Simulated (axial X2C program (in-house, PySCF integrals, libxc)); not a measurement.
Which molecule has these constants?

All values come from calculations with an axial X2C code built on PySCF integrals, spin-free (one-electron X2C) or two-component (2c: spin–orbit coupling with atomic mean-field Coulomb and Gaunt terms, which also bring small scalar terms), in Dyall basis sets with cores contracted in-house; open shells are unrestricted.

A two-component PBE0 calculation in a Dyall 3-zeta basis gave Re = 1.735 Å, ωe = 1810.0 cm⁻¹, De = 2.75 eV, Ω = 3/2.

Which molecule is it?
A. LiSb⁻
B. NaSb⁻
C. SbH⁻

C. The others have LiSb⁻ 2.559 Å and 375.3 cm⁻¹ (Ω = 3/2); NaSb⁻ 2.978 Å and 154.4 cm⁻¹ (Ω = 3/2).

Each entry is the lowest single determinant of a limited PBE0 search at one distance. De goes to single-determinant-based atoms at the same level (for ions the charge split of lowest energy) and is withheld (n/a) where an atom does not fit its ground term or J level. Main or longest-lived isotopes. One determinant is a doubtful description, or other states lie close, for LiSb⁻, NaSb⁻; these need not be ground states, and all values refer to the states named. With several unpaired electrons the Ω given is that of one determinant, not necessarily of the lowest component. The functionals have no current term, which raises determinants with orbital currents.
